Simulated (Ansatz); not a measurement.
The cluster Be₂I₅⁻, 7 atoms. Hardware: 4 threads of Arm Neoverse V2 on a shared host.

In the def2 sets I takes a core potential; there is no spin–orbit coupling. Correlated methods freeze 20 core orbitals; core or outer-core shells of I are correlated, in sets that lack core-valence functions.

**Question.** How many basis functions does each of these Ansatz runs have, and roughly what does it cost? RPA@PBE/def2-TZVPD, charge -1 singlet, energy, from earlier orbitals; B3LYP-D4/def2-TZVPD, charge -1 singlet, energy, from earlier orbitals; r2SCAN-D4/def2-TZVPD, charge -1 singlet, energy, from earlier orbitals; PBE-QIDH/def2-TZVPD, charge -1 singlet, energy, from earlier orbitals; MP2/def2-TZVPD, charge -1 singlet, energy, from earlier orbitals; PBE0-D4/def2-TZVPD, charge -1 singlet, energy, from earlier orbitals; r2SCAN-D4/def2-SVPD, charge -1 singlet, relaxation, 6 steps; PBE-D4/def2-TZVPD, charge -1 singlet, energy and forces, from earlier orbitals.

**Answer.** Other jobs shared the machine, so times can vary by a factor of up to 3. A dash marks memory too small to be measured apart from the calling script's.

```json
{"run": "PBE-D4/def2-TZVPD, charge -1 singlet, energy and forces, from earlier orbitals", "functions": "339", "fitting or Cholesky vectors": "2384", "wall time": "7.5 s", "peak host memory (GiB)": "0.75"}
{"run": "r2SCAN-D4/def2-TZVPD, charge -1 singlet, energy, from earlier orbitals", "functions": "339", "fitting or Cholesky vectors": "2384", "wall time": "11 s", "peak host memory (GiB)": "0.81"}
{"run": "B3LYP-D4/def2-TZVPD, charge -1 singlet, energy, from earlier orbitals", "functions": "339", "fitting or Cholesky vectors": "2529", "wall time": "15 s", "peak host memory (GiB)": "1.8"}
{"run": "PBE0-D4/def2-TZVPD, charge -1 singlet, energy, from earlier orbitals", "functions": "339", "fitting or Cholesky vectors": "2609", "wall time": "16 s", "peak host memory (GiB)": "1.8"}
{"run": "MP2/def2-TZVPD, charge -1 singlet, energy, from earlier orbitals", "functions": "339", "fitting or Cholesky vectors": "3009", "wall time": "19 s", "peak host memory (GiB)": "1.9"}
{"run": "RPA@PBE/def2-TZVPD, charge -1 singlet, energy, from earlier orbitals", "functions": "339", "fitting or Cholesky vectors": "3009", "wall time": "27 s", "peak host memory (GiB)": "1.9"}
{"run": "PBE-QIDH/def2-TZVPD, charge -1 singlet, energy, from earlier orbitals", "functions": "339", "fitting or Cholesky vectors": "3009", "wall time": "27 s", "peak host memory (GiB)": "2"}
{"run": "r2SCAN-D4/def2-SVPD, charge -1 singlet, relaxation, 6 steps", "functions": "199", "fitting or Cholesky vectors": "2209", "wall time": "32 s", "peak host memory (GiB)": "–"}
```
